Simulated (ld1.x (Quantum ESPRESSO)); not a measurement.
**Sc: excitation energies, all-electron against TM**

* Element: scandium (Sc)
* Generator: ld1.x (Quantum ESPRESSO) 7.5
* Type: norm-conserving Troullier–Martins (Kleinman–Bylander form)
* Functional: PBE
* Relativity: scalar-relativistic
* Frozen core: [Ne] 3s2
* Valence charge: 9
* Reference configuration: 3p6 3d1 4s2 4p0
* Partial waves: 3p (bound): rc 1.65 bohr; 3d (bound): rc 2.25 bohr; 4f channel at 0.25 Ry: rc 2.95 bohr; 4s (bound): rc 2.85 bohr
* Local potential: the s channel
* Core correction: a·sin(br)/r model core, default radius (core density twice the valence density)

Energies are relative to the spin-unpolarised reference configuration 3p6 3d1 4s2 4p0; without spin polarisation the order of configurations can differ from experiment. The frozen-core shift is the all-electron ΔE with the core orbitals held at their reference shape minus the fully relaxed ΔE.

```csv
valence configuration,charge,ΔE all-electron (eV),error AE − PS (meV),frozen-core shift (meV)
3p6 3d1 4s1 4p0,+1,6.897,-2.3,+0.5
3p6 3d1 4s0 4p0,+2,19.665,-20,+2.3
3p6 3d0 4s0 4p0,+3,44.535,+93,+96
3p6 3d1 4s1 4p1,0,2.779,-474,+0.2
3p6 3d2 4s1 4p0,0,1.668,-77,+13
```

Question: What are ΔE and the potential's error for 3p6 3d1 4s0 4p1?

Answer: ΔE = 10.327 eV all-electron; the error (AE − PS) is -826 meV.

Question: What are ΔE and the potential's error for 3p6 3d1 4s0 4p2?

Answer: ΔE = 5.674 eV all-electron; the error (AE − PS) is -1098 meV.

These tests converged, but a pseudo level misses the all-electron one widely, so the file describes the atom poorly there or has found another state: 3p6 3d0 4s0 4p0: empty 4p by 2.5 eV.
